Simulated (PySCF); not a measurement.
## Ionisation energy of Tb⁶⁴⁺ by level of theory

Tb⁶⁴⁺ 1s1 (2S) → Tb⁶⁵⁺ (bare nucleus), as a difference of total energies. All numbers are calculated (PySCF 2.14, scalar relativity by spin-free X2C-1e, in an uncontracted even-tempered set (17 s from 170 bohr⁻², ratio 2.2; 7 p from 250 bohr⁻², ratio 2.4; 4 d from 750 bohr⁻², ratio 2.4; 3 f from 1100 bohr⁻², ratio 2.4; 3 g from 1700 bohr⁻², ratio 2.4)). The calculations carry no spin-orbit coupling.

```json
{"method": "UHF", "ionisation energy (eV)": "61130.9"}
{"method": "LDA", "ionisation energy (eV)": "61048.1"}
{"method": "PBE", "ionisation energy (eV)": "61130.0"}
{"method": "PBE0", "ionisation energy (eV)": "61130.2"}
{"method": "r2SCAN", "ionisation energy (eV)": "61136.5"}
{"method": "r2SCANh", "ionisation energy (eV)": "61136.0"}
{"method": "B97-3", "ionisation energy (eV)": "61133.6"}
```

For one electron Hartree-Fock is exact for this Hamiltonian up to the basis; QED and nuclear recoil make up the gap, and the density functionals add self-interaction.

For comparison: 61050.1 ± 0.6 eV (theoretical estimate listed by NIST; NIST Atomic Spectra Database, ionization energies).
